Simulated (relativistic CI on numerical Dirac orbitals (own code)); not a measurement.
# Ag25+: computed level list

Computed by Dirac-Coulomb-Breit CI, KLI orbitals optimised for each configuration, model QED, unscaled Slater integrals (own radial code, finite nucleus).

CI space (outside the closed core [Ne]): 3s2.3p6.3d4, 3s2.3p5.3d5, 3s.3p6.3d5, 3s2.3p6.3d3.4s, 3s2.3p6.3d3.4p, 3s2.3p6.3d3.4d, 3s2.3p6.3d3.4f, 3s2.3p5.3d4.4s, 3s2.3p5.3d4.4p, 3s2.3p6.3d2.4s.4p, 3s.3p6.3d4.4s, 3s2.3p6.3d3.5s, 3s2.3p6.3d3.5p, 3s.3p6.3d4.4p, 3p6.3d5.4p, 3s2.3p6.3d3.5d, 3s2.3p6.3d3.5g, 3s.3p6.3d4.4d, 3s2.3p6.3d3.6s, 3p6.3d6, 3p5.3d7, 3s2.3p6.3d2.4s2, 3s2.3p6.3d.4s2.4p, 3s2.3p6.3d.4s2.4d, 3s2.3p6.3d.4s2.4f, 3p6.3d5.4s, 3p5.3d6.4s, 3s2.3p6.3d2.4p2, 3s2.3p6.3d.4s.4p2, 3s2.3p6.3d.4p3, 3s2.3p6.3d.4p2.4d, 3s2.3p6.3d.4p2.4f, 3s2.3p6.3d2.4s.4d, 3s2.3p6.3d.4s.4p.4d, 3s2.3p6.3d.4s.4d2, 3s2.3p6.3d.4s.4d.4f, 3p6.3d5.4d, 3p5.3d6.4d, 3s2.3p6.3d2.4d2, 3s2.3p6.3d.4p.4d2, 3s2.3p6.3d.4d3, 3s2.3p6.3d.4d2.4f, 3s.3p6.3d3.4s2, 3s.3p6.3d2.4s2.4p, 3s.3p6.3d2.4s2.4d, 3s.3p6.3d2.4s2.4f. Double excitations out of closed p, d and f shells are left out; levels of such configurations are missing from the list, as are those of other unlisted configurations, and high levels can miss mixing partners. These lack a partner that the ground configuration has and come out too high: 3s2.3p5.3d4.4p.

The lowest level is 3s2.3p6.3d4 5D_0, with 63 % of that term; Hund's rules for 3s2.3p6.3d4 give 5D with J = 0, in agreement.

| No. | Configuration | Term | J | E (cm⁻¹) | % | Lifetime (s) | jj configuration (%) |
| --- | --- | --- | --- | --- | --- | --- | --- |
| 1 | 3s2.3p6.3d4 | 5D | 0 | 0 | 63 |  | 3d3/2^4 (78) |
| 2 | 3s2.3p6.3d4 | 5D | 1 | 26048 | 84 | 1.42e-03 | 3d3/2^3 3d5/2 (85) |
| 3 | 3s2.3p6.3d4 | 5D | 2 | 47652 | 91 | 2.09e-03 | 3d3/2^2 3d5/2^2 (58) |
| 4 | 3s2.3p6.3d4 | 5D | 3 | 63915 | 86 | 5.75e-03 | 3d3/2^2 3d5/2^2 (51) |
| 5 | 3s2.3p6.3d4 | 5D | 4 | 73347 | 65 | 5.64e-02 | 3d3/2^3 3d5/2 (48) |
| 6 | 3s2.3p6.3d4 | 3P | 0 | 108814 | 48 | 7.20e-05 | 3d3/2^2 3d5/2^2 (72) |
| 7 | 3s2.3p6.3d4 | 3H | 4 | 116180 | 55 | 5.68e-04 | 3d3/2^2 3d5/2^2 (46) |
| 8 | 3s2.3p6.3d4 | 3G | 3 | 139359 | 62 | 2.51e-04 | 3d3/2^2 3d5/2^2 (51) |
| 9 | 3s2.3p6.3d4 | 3H | 5 | 144746 | 76 | 1.02e-03 | 3d3/2^2 3d5/2^2 (98) |
| 10 | 3s2.3p6.3d4 | 3F | 2 | 144821 | 69 | 1.74e-04 | 3d3/2^2 3d5/2^2 (55) |
| 11 | 3s2.3p6.3d4 | 3P | 1 | 148958 | 76 | 1.05e-04 | 3d3/2^2 3d5/2^2 (65) |
| 12 | 3s2.3p6.3d4 | 3H | 6 | 155832 | 73 | 5.88e-02 | 3d3/2^2 3d5/2^2 (89) |
| 13 | 3s2.3p6.3d4 | 3G | 4 | 172025 | 62 | 4.98e-04 | 3d3/2^2 3d5/2^2 (74) |
| 14 | 3s2.3p6.3d4 | 3D | 2 | 179737 | 45 | 5.96e-04 | 3d3/2^2 3d5/2^2 (77) |
| 15 | 3s2.3p6.3d4 | 3F | 4 | 183138 | 43 | 1.34e-04 | 3d3/2^2 3d5/2^2 (45) |
| 16 | 3s2.3p6.3d4 | 3F | 3 | 188517 | 47 | 2.87e-04 | 3d3/2^2 3d5/2^2 (57) |
| 17 | 3s2.3p6.3d4 | 3D | 3 | 202453 | 35 | 1.01e-04 | 3d3/2 3d5/2^3 (71) |
| 18 | 3s2.3p6.3d4 | 3G | 5 | 213156 | 76 | 2.63e-04 | 3d3/2 3d5/2^3 (98) |
| 19 | 3s2.3p6.3d4 | 3P | 2 | 215765 | 37 | 8.91e-05 | 3d3/2 3d5/2^3 (54) |
| 20 | 3s2.3p6.3d4 | 1I | 6 | 223333 | 73 | 2.42e-04 | 3d3/2 3d5/2^3 (89) |
| 21 | 3s2.3p6.3d4 | 3D | 1 | 225780 | 86 | 7.47e-05 | 3d3/2 3d5/2^3 (75) |
| 22 | 3s2.3p6.3d4 | 1S | 0 | 253243 | 74 | 8.28e-05 | 3d3/2 3d5/2^3 (79) |
| 23 | 3s2.3p6.3d4 | 1G | 4 | 253774 | 44 | 1.48e-04 | 3d3/2^2 3d5/2^2 (43) |
| 24 | 3s2.3p6.3d4 | 3P | 2 | 263516 | 36 | 9.86e-05 | 3d3/2^2 3d5/2^2 (59) |
| 25 | 3s2.3p6.3d4 | 1F | 3 | 273913 | 63 | 1.22e-04 | 3d3/2 3d5/2^3 (79) |
| 26 | 3s2.3p6.3d4 | 3P | 2 | 294693 | 67 | 1.36e-04 | 3d3/2^2 3d5/2^2 (57) |
| 27 | 3s2.3p6.3d4 | 3F | 4 | 310865 | 67 | 5.57e-05 | 3d3/2^2 3d5/2^2 (49) |
| 28 | 3s2.3p6.3d4 | 3F | 2 | 326078 | 58 | 7.57e-05 | 3d5/2^4 (43) |
| 29 | 3s2.3p6.3d4 | 3F | 3 | 328088 | 78 | 1.52e-04 | 3d3/2 3d5/2^3 (96) |
| 30 | 3s2.3p6.3d4 | 3P | 1 | 334080 | 98 | 7.56e-05 | 3d3/2 3d5/2^3 (92) |
| 31 | 3s2.3p6.3d4 | 1G | 4 | 350391 | 77 | 7.71e-05 | 3d3/2 3d5/2^3 (83) |
| 32 | 3s2.3p6.3d4 | 3P | 0 | 350439 | 86 | 1.19e-04 | 3d5/2^4 (50) |
| 33 | 3s2.3p6.3d4 | 1D | 2 | 429680 | 93 | 6.01e-05 | 3d3/2 3d5/2^3 (43) |
| 34 | 3s2.3p6.3d4 | 1S | 0 | 539101 | 93 | 2.60e-05 | 3d3/2^2 3d5/2^2 (47) |
| 35 | 3p5.3d5(6S) | 7P° | 4 | 1227567 | 89 | 7.98e-09 | 3p3/2^3 3d3/2^3 3d5/2^2 (40) |
| 36 | 3p5.3d5(6S) | 7P° | 3 | 1283340 | 67 | 3.66e-10 | 3p3/2^3 3d3/2^3 3d5/2^2 (41) |
| 37 | 3p5.3d5(6S) | 5P° | 2 | 1313736 | 48 | 2.61e-10 | 3p3/2^3 3d5/2 (44) |
| 38 | 3p5.3d5(4P) | 5D° | 4 | 1347770 | 34 | 4.56e-10 | 3p3/2^3 3d5/2 (59) |
| 39 | 3p5.3d5(4D) | 5P° | 1 | 1353544 | 86 | 1.03e-09 | 3p3/2^3 3d3/2^3 3d5/2^2 (54) |
| 40 | 3p5.3d5(4G) | 5G° | 6 | 1358513 | 70 | 9.59e-09 | 3p3/2^3 3d3/2^3 3d5/2^2 (57) |
| 41 | 3p5.3d5(4G) | 5G° | 5 | 1363271 | 53 | 8.61e-10 | 3p3/2^3 3d3/2^3 3d5/2^2 (71) |
| 42 | 3p5.3d5(4G) | 5G° | 2 | 1375538 | 36 | 2.04e-10 | 3p3/2^3 3d3/2^3 3d5/2^2 (56) |
| 43 | 3p5.3d5(4G) | 5G° | 3 | 1375720 | 50 | 3.17e-10 | 3p3/2^3 3d3/2^3 3d5/2^2 (50) |
| 44 | 3p5.3d5(4G) | 5G° | 4 | 1377884 | 53 | 1.95e-10 | 3p3/2^3 3d3/2^3 3d5/2^2 (54) |
| 45 | 3p5.3d5(4P) | 5D° | 3 | 1388557 | 49 | 5.88e-11 | 3p3/2^3 3d3/2^3 3d5/2^2 (76) |
| 46 | 3p5.3d5(4G) | 5H° | 7 | 1392001 | 86 | 6.02e-09 | 3p3/2^3 3d3/2^3 3d5/2^2 (58) |
| 47 | 3p5.3d5(4D) | 5F° | 5 | 1400948 | 67 | 8.96e-11 | 3p3/2^3 3d3/2^2 3d5/2^3 (70) |
| 48 | 3p5.3d5(4P) | 5S° | 2 | 1402987 | 46 | 8.75e-11 | 3p3/2^3 3d3/2^3 3d5/2^2 (46) |
| 49 | 3p5.3d5(2F) | 3F° | 4 | 1421912 | 25 | 1.16e-10 | 3p3/2^3 3d3/2^3 3d5/2^2 (67) |
| 50 | 3p5.3d5(4P) | 5D° | 2 | 1427106 | 30 | 4.19e-11 | 3p3/2^3 3d3/2^2 3d5/2^3 (50) |
| 51 | 3p5.3d5(4D) | 5F° | 4 | 1430580 | 40 | 4.76e-11 | 3p3/2^3 3d3/2^3 3d5/2^2 (59) |
| 52 | 3p5.3d5(2D) | 3D° | 3 | 1432493 | 24 | 9.93e-11 | 3p3/2^3 3d5/2 (44) |
| 53 | 3p5.3d5(4G) | 5H° | 6 | 1432587 | 50 | 2.03e-10 | 3p3/2^3 3d3/2^3 3d5/2^2 (46) |
| 54 | 3p5.3d5(4G) | 3H° | 5 | 1445652 | 36 | 1.53e-10 | 3p3/2^3 3d3/2^3 3d5/2^2 (55) |
| 55 | 3p5.3d5(2F) | 3D° | 1 | 1447184 | 41 | 5.01e-11 | 3p3/2^3 3d3/2^3 3d5/2^2 (61) |
| 56 | 3p5.3d5(4P) | 3D° | 2 | 1454126 | 21 | 1.54e-10 | 3p3/2^3 3d3/2^3 3d5/2^2 (60) |
| 57 | 3p5.3d5(2F) | 3F° | 4 | 1455362 | 43 | 9.27e-11 | 3p3/2^3 3d3/2^3 3d5/2^2 (61) |
| 58 | 3p5.3d5(4P) | 5D° | 3 | 1458878 | 29 | 3.28e-11 | 3p3/2^3 3d3/2^2 3d5/2^3 (63) |
| 59 | 3p5.3d5(6S) | 7P° | 2 | 1460464 | 29 | 3.49e-11 | 3p3/2^3 3d3/2^2 3d5/2^3 (39) |
| 60 | 3p5.3d5(2G) | 3H° | 6 | 1460697 | 59 | 7.48e-11 | 3p3/2^3 3d3/2^2 3d5/2^3 (60) |
| 61 | 3p5.3d5(4D) | 3D° | 3 | 1467033 | 31 | 5.95e-11 | 3p3/2^3 3d3/2^2 3d5/2^3 (43) |
| 62 | 3p5.3d5(4P) | 5D° | 1 | 1467548 | 40 | 3.91e-11 | 3p3/2^3 3d3/2^2 3d5/2^3 (44) |
| 63 | 3p5.3d5(2D) | 3D° | 3 | 1469878 | 23 | 3.78e-11 | 3p3/2^3 3d3/2^3 3d5/2^2 (37) |
| 64 | 3p5.3d5(2H) | 3I° | 7 | 1471230 | 45 | 1.21e-10 | 3p3/2^3 3d3/2^2 3d5/2^3 (70) |
| 65 | 3p5.3d5(2D) | 3P° | 0 | 1471536 | 80 | 1.45e-10 | 3p3/2^3 3d3/2^2 3d5/2^3 (87) |
| 66 | 3p5.3d5(2G) | 3F° | 2 | 1473624 | 44 | 5.78e-11 | 3p3/2^3 3d3/2^2 3d5/2^3 (55) |
| 67 | 3p5.3d5(2F) | 3G° | 5 | 1479189 | 39 | 1.61e-11 | 3p3/2^3 3d3/2^3 3d5/2^2 (75) |
| 68 | 3p5.3d5(4G) | 5F° | 2 | 1480017 | 37 | 1.23e-11 | 3p3/2^3 3d3/2^2 3d5/2^3 (50) |
| 69 | 3p5.3d5(2D) | 3F° | 4 | 1480720 | 29 | 2.56e-11 | 3p3/2^3 3d3/2^2 3d5/2^3 (70) |
| 70 | 3p5.3d5(4G) | 5F° | 1 | 1482027 | 40 | 6.71e-12 | 3p3/2^3 3d3/2^2 3d5/2^3 (52) |

Energies count from the lowest computed level; ° marks odd parity; lifetimes are radiative, by E1, M1, E2, M2, E3 decay to levels of this space only. Percentages are summed over parent terms; the parents shown are those of the largest component, closed shells are left out there. Filled j subshells are mostly left out of the jj labels.

The mean weight of the leading LS term, summed over parents, in these 70 levels is 56 %, and that of the leading jj configuration (from the same eigenvectors) 61 %.

At this charge energies of transitions that change n are usually good to better than 1 %, and those within a shell (Δn = 0) to a few per cent. Terms inside the open d or f shell come out 10 to 20 % too wide with unscaled integrals.

LS names give the leading component of a level, which can be under half, so a name can repeat, a term be missing and a line seem to break the LS rules.
